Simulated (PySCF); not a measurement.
# Static response to an electric field

Species: tetraallylsilane, C₁₂H₂₀Si.
Cartesian coordinates in Å at the PBE0-D3(BJ)/def2-SVP level; atoms count from 1:
```xyz
33
C12H20Si angstrom
C      0.166    1.300    2.394
C      0.924    0.486    1.652
C      0.451   -0.715    0.909
Si     0.202   -0.365   -0.936
C     -0.404   -1.956   -1.779
C     -1.777   -2.328   -1.330
C     -2.080   -3.240   -0.402
C      1.839    0.192   -1.713
C      2.884   -0.867   -1.632
C      3.893   -0.908   -0.756
C     -1.084    1.012   -1.150
C     -1.404    1.256   -2.585
C     -0.916    2.243   -3.342
H     -0.902    1.107    2.544
H      0.587    2.182    2.883
H      1.989    0.729    1.539
H      1.182   -1.538    0.984
H     -0.511   -1.084    1.303
H     -0.375   -1.792   -2.870
H      0.321   -2.753   -1.546
H     -2.600   -1.762   -1.785
H     -1.303   -3.837    0.088
H     -3.114   -3.427   -0.104
H      2.159    1.110   -1.191
H      1.625    0.469   -2.759
H      2.778   -1.703   -2.336
H      4.599   -1.741   -0.737
H      4.055   -0.102   -0.031
H     -1.984    0.712   -0.586
H     -0.681    1.916   -0.663
H     -2.073    0.525   -3.059
H     -0.246    3.003   -2.927
H     -1.174    2.331   -4.400
```

Level: PBE0/def2-SVPD (PySCF), static field, nuclei fixed, core orbitals frozen in the response. The polarisability tensor in these axes (au):

```
x   176.68   2.91   3.15
y     2.91 173.63  -7.63
z     3.15  -7.63 173.65
```

**Question.** Diagonalise the tensor; give its mean and Δα, where Δα² is half the sum of the squared differences of the eigenvalues.

**Answer.** Principal values 164.50, 178.18 and 181.27 au; mean 174.65 au = 25.88 Å³ = 28.80 × 10⁻⁴⁰ C²·m²/J; Δα = 15.46 au (9 % of the mean).

**Question.** What is the dipole moment, and where does it point?

**Answer.** (-0.09, -0.20, -0.35) D, 0.41 D in size, pointing from the negative to the positive side. Measured along this direction, the outermost atoms are H15 at the negative end and H19 at the positive end.

**Question.** Rayleigh depolarisation ratio (linearly polarised light, static tensor)?

**Answer.** ρ = 3Δα²/(45ᾱ² + 4Δα²) = 717.0/(1372611 + 956.0) = 0.000522.

**Question.** Refractivity n − 1 of an ideal gas of it at 350 K and 1 atm, from the electronic α?

**Answer.** N = p/kT = 2.0968 × 10¹⁹ cm⁻³, so n − 1 = 2π × N × 25.88 × 10⁻²⁴ cm³ = 3410 × 10⁻⁶ at long wavelengths, for an ideal gas.

**Question.** What are the principal values of the traceless quadrupole moment, Θ = ½Σq(3rr − r²1), about the centre of nuclear charge?

**Answer.** -1.57, 0.07, 1.49 D·Å. The values depend on the origin, since the dipole doesn't vanish. The electronic extent ⟨r²⟩ about the same centre is 3220 bohr², a root-mean-square distance of 2.92 Å for the 106 electrons.

**Question.** Orientational against electronic polarisability at 500 K (dilute gas, rigid molecules)?

**Answer.** In Gaussian units μ²/3kT = 0.82 Å³ against 25.88 Å³, a ratio of 0.03; the Debye molar polarisation (4π/3)N_A(α + μ²/3kT) is 67.3 cm³/mol, leaving out the vibrational part.

**Question.** In TDDFT the mean static polarisability is Σ f/ω² over all singlet excitations (ω in hartree). How much of it do the 10 lowest give? Their energies (eV) and oscillator strengths: 6.06, 0.0107; 6.12, 0.0256; 6.15, 0.0617; 6.18, 0.0453; 6.22, 0.0445; 6.24, 0.0282; 6.29, 0.1092; 6.33, 0.1061; 6.36, 0.2854; 6.42, 0.1787.

**Answer.** They add up to 16.64 au, 9.5 % of the 174.65 au; the largest single term is 5.23 au, from the state at 6.36 eV. Terms in order: 0.22, 0.51, 1.21, 0.88, 0.85, 0.54, 2.04, 1.96, 5.23, 3.21 au. Higher excitations give the rest. The strengths listed sum to 0.896.

The structure is a single PBE0-D3(BJ)/def2-SVP conformer in the gas phase; no vibrational or solvent corrections.

These values come from a run that also computed excited states. Hardware: one thread, Arm Neoverse V1 (aarch64), no GPU (shared host). Cost: 5.0 min wall, 2.9 GiB resident at most.
